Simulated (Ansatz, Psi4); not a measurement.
Internal rotation in SMILES B(Cl)(B(Cl)Cl)Cl. Scanned: dihedral Cl1–B2–B4–Cl5; all other coordinates were relaxed at B3LYP-D3(BJ)/def2-SVP. Points at φ and −φ are mirror images. Heavy atoms are numbered in the order of the SMILES ClB(Cl)B(Cl)Cl, hydrogens after them in the order of the atoms that carry them; the mirror image has the same energies with the sign of each dihedral reversed.

- PBE/def2-TZVP // B3LYP-D3(BJ)/def2-SVP (Psi4)
- PBE-D3(BJ)/def2-TZVP // B3LYP-D3(BJ)/def2-SVP (Psi4)
- B3LYP-D3(BJ)/def2-TZVP // B3LYP-D3(BJ)/def2-SVP (Psi4)
- CCSD(T)/cc-pVTZ = CCSD(T) on RHF/cc-pVTZ, frozen core // B3LYP-D3(BJ)/def2-SVP (Ansatz, a quantum-chemistry and plane-wave program)

Energies relative to the lowest point of each profile, in eV; the last columns give the difference from CCSD(T):

```tsv
φ / °	PBE/def2-TZVP	PBE-D3(BJ)/def2-TZVP	B3LYP-D3(BJ)/def2-TZVP	CCSD(T)/cc-pVTZ	PBE/def2-TZVP − CCSD(T)/cc-pVTZ	PBE-D3(BJ)/def2-TZVP − CCSD(T)/cc-pVTZ	B3LYP-D3(BJ)/def2-TZVP − CCSD(T)/cc-pVTZ
-160	0.078	0.075	0.085	0.070	0.009	0.005	0.015
-140	0.050	0.048	0.054	0.043	0.007	0.005	0.010
-120	0.020	0.019	0.021	0.017	0.003	0.002	0.004
-100	0.000	0.000	0.000	0.000	0.000	0.000	0.000
-80	0.000	0.000	0.000	0.000	0.000	0.000	0.000
-60	0.020	0.019	0.021	0.017	0.003	0.002	0.004
-40	0.051	0.048	0.054	0.044	0.007	0.005	0.010
-20	0.078	0.075	0.085	0.070	0.009	0.005	0.015
0	0.090	0.086	0.098	0.081	0.009	0.005	0.017
20	0.078	0.075	0.085	0.070	0.009	0.005	0.015
40	0.051	0.048	0.054	0.044	0.007	0.005	0.010
60	0.020	0.019	0.021	0.017	0.003	0.002	0.004
80	0.000	0.000	0.000	0.000	0.000	0.000	0.000
100	0.000	0.000	0.000	0.000	0.000	0.000	0.000
120	0.020	0.019	0.021	0.017	0.003	0.002	0.004
140	0.050	0.048	0.054	0.043	0.007	0.005	0.010
160	0.078	0.075	0.085	0.070	0.009	0.005	0.015
180	0.090	0.086	0.098	0.081	0.009	0.005	0.017
```

PBE/def2-TZVP is furthest from CCSD(T)/cc-pVTZ at 0 (0.009 eV, above); its mean absolute difference over the points is 0.005 eV.

PBE-D3(BJ)/def2-TZVP is furthest from CCSD(T)/cc-pVTZ at -20 (0.005 eV, above); its mean absolute difference over the points is 0.003 eV.

B3LYP-D3(BJ)/def2-TZVP is furthest from CCSD(T)/cc-pVTZ at 180 (0.017 eV, above); its mean absolute difference over the points is 0.008 eV.
